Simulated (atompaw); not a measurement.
## What the settings do to the PAW (atompaw) potential of B (Z = 5)

Base potential:

* Element: B (Z = 5)
* Generator: atompaw 4.2.0.5
* Type: PAW
* Functional: PBEsol
* Relativity: scalar-relativistic
* Frozen core: [He]
* Valence charge: 3
* Reference configuration: 2s2 2p0 (charge +1)
* Partial waves: 2s (bound): rc 1.40 bohr; 2s channel at 0.5 Ry: rc 2.25 bohr; 2p (bound, empty): rc 2.25 bohr; 2p channel at -0.4 Ry: rc 2.25 bohr
* Local potential: vpsmatchnc scheme with l = 2 at 1 Ry, radius 1.75 bohr
* Core correction: smooth core density matched at 1.60 bohr
* Augmentation charge: sinc compensation charge, radius 2.00 bohr; PAW radius 2.25 bohr; waves and projectors: custom polynom gramschmidtortho

All-electron outer shells of the reference configuration (PBEsol, scalar-relativistic, ld1.x):

```tsv
shell	level (eV)	outermost node (bohr)	outermost maximum (bohr)
2s	-19.38	0.46	1.46
2p	-13.25	–	1.41
```

Cutoffs, loose and tight: the cutoffs (Ry, on a coarse ladder) from which the occupation-weighted sum of valence levels, in a spherical-Bessel basis at the reference potential, stays within 10 and 1 mRy of its value at 400 Ry. They see the waves, projectors and local potential, not the compensation charge or the core. A dash means not determined.

```csv
change,outcome,"cutoff, loose","cutoff, tight",bound ghosts
base,generated,18 Ry,30 Ry,none
"all radii scaled by about 0.84 (s 1.18, p 1.88 bohr); local potential vpsmatchnc scheme with l = 2 at 1 Ry, radius 1.46 bohr; augmentation sinc compensation charge, radius 1.68 bohr; PAW radius 1.88 bohr; waves and projectors: custom polynom gramschmidtortho; core correction smooth core density matched at 1.34 bohr",generated,25 Ry,40 Ry,none
"all radii scaled by about 0.94 (s 1.32, p 2.12 bohr); local potential vpsmatchnc scheme with l = 2 at 1 Ry, radius 1.64 bohr; augmentation sinc compensation charge, radius 1.88 bohr; PAW radius 2.12 bohr; waves and projectors: custom polynom gramschmidtortho; core correction smooth core density matched at 1.50 bohr",generated,18 Ry,30 Ry,none
"all radii scaled by about 1.27 (s 1.78, p 2.86 bohr); local potential vpsmatchnc scheme with l = 2 at 1 Ry, radius 2.22 bohr; augmentation sinc compensation charge, radius 2.54 bohr; PAW radius 2.86 bohr; waves and projectors: custom polynom gramschmidtortho; core correction smooth core density matched at 2.04 bohr",generated,6 Ry,15 Ry,none
```

Question: What comes out with this change to the base: all radii scaled by about 1.22 (s 1.70, p 2.74 bohr); local potential vpsmatchnc scheme with l = 2 at 1 Ry, radius 2.12 bohr; augmentation sinc compensation charge, radius 2.42 bohr; PAW radius 2.74 bohr; waves and projectors: custom polynom gramschmidtortho; core correction smooth core density matched at 1.94 bohr?

Answer: outcome: generated; cutoff, loose: 6 Ry; cutoff, tight: 18 Ry; bound ghosts: none.

Question: What comes out with this change to the base: all radii scaled by about 0.79 (s 1.10, p 1.78 bohr); local potential vpsmatchnc scheme with l = 2 at 1 Ry, radius 1.38 bohr; augmentation sinc compensation charge, radius 1.58 bohr; PAW radius 1.78 bohr; waves and projectors: custom polynom gramschmidtortho; core correction smooth core density matched at 1.26 bohr?

Answer: outcome: generated; cutoff, loose: 30 Ry; cutoff, tight: 45 Ry; bound ghosts: none.

Question: What comes out with this change to the base: all radii scaled by about 1.11 (s 1.56, p 2.50 bohr); local potential vpsmatchnc scheme with l = 2 at 1 Ry, radius 1.94 bohr; augmentation sinc compensation charge, radius 2.22 bohr; PAW radius 2.50 bohr; waves and projectors: custom polynom gramschmidtortho; core correction smooth core density matched at 1.78 bohr?

Answer: outcome: generated; cutoff, loose: 10 Ry; cutoff, tight: 21 Ry; bound ghosts: none.

Reading the sweep of the scale of all radii (base = 1) (base included, trends over the rows without a ghost): The loose cutoff falls from 30 Ry at 0.79 to 6 Ry at 1.27. A larger radius leaves more room for a smooth pseudo-wave, so fewer plane waves are needed; a smaller one forces it to follow the all-electron wave where it bends sharply.
